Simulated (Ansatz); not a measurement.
Geometry optimisation, UKS PBE/def2-SVP (Ansatz 0.2.0).

Input file:

```yaml
crystal:
  periodic: [false, false, false]
  atoms:
    - { symbol: Ge, position_ang: [-0.002932, 0.003251, -0.078001] }
    - { symbol: F, position_ang: [-0.030768, 0.021264, 1.634666] }
    - { symbol: Cl, position_ang: [2.052546, -0.0098, -0.682437] }
    - { symbol: Cl, position_ang: [-0.999833, 1.751868, -0.798715] }
    - { symbol: Cl, position_ang: [-1.002776, -1.772553, -0.733451] }
    - { symbol: "N", position_ang: [-0.375289, 0.236392, 4.092652] }
    - { symbol: H, position_ang: [-0.248285, -0.791997, 3.930734] }
    - { symbol: H, position_ang: [0.609638, 0.561576, 3.936653] }
magnetization:
  spin_polarized: true
  initial_magnetization: 1
basis:
  gaussian: { orbitals: def2-SVP }
hamiltonian:
  xc: pbe
relax:
  f_tol: 0.03
  max_steps: 50
```

Run as:

```bash
$ ansatz run input.yaml --threads 4 --pin off --max-ram 5120MiB --backend cpu --events-out ev --progress --plain --runs-dir out
```

**Question.** Where does it end, and by what steps?

**Answer.** The forces met the threshold. The force dipped under the threshold on the way, but the program's further checks kept it going. After 8 steps the energy has fallen by 0.087 eV; N6 moved furthest, 0.58 Å.

```json
{"step": "0", "energy less start (eV)": "0.0000", "largest force component (eV/Å)": "1.008", "accepted": "yes"}
{"step": "1", "energy less start (eV)": "-0.0505", "largest force component (eV/Å)": "0.470", "accepted": "yes"}
{"step": "2", "energy less start (eV)": "-0.0330", "largest force component (eV/Å)": "1.111", "accepted": "no"}
{"step": "3", "energy less start (eV)": "-0.0653", "largest force component (eV/Å)": "0.141", "accepted": "yes"}
{"step": "4", "energy less start (eV)": "-0.0728", "largest force component (eV/Å)": "0.112", "accepted": "yes"}
{"step": "5", "energy less start (eV)": "-0.0830", "largest force component (eV/Å)": "0.074", "accepted": "yes"}
{"step": "6", "energy less start (eV)": "-0.0868", "largest force component (eV/Å)": "0.016", "accepted": "yes"}
{"step": "7", "energy less start (eV)": "0.0466", "largest force component (eV/Å)": "2.724", "accepted": "no"}
{"step": "8", "energy less start (eV)": "-0.0869", "largest force component (eV/Å)": "0.013", "accepted": "yes"}
```

```xyz
8
Properties=species:S:1:pos:R:3
Ge 0.042 -0.017 -0.196
F 0.086 -0.015 1.550
Cl 2.065 -0.015 -0.889
Cl -0.998 1.744 -0.817
Cl -0.991 -1.787 -0.807
N -0.142 0.068 4.598
H -0.475 -0.649 3.912
H 0.416 0.671 3.950
```

Whether the end is a true minimum wasn't checked by a vibrational analysis.

Time of the run: 41 s on 4 threads of Arm Neoverse N1, with other jobs on the host, peak memory 0.23 GiB.
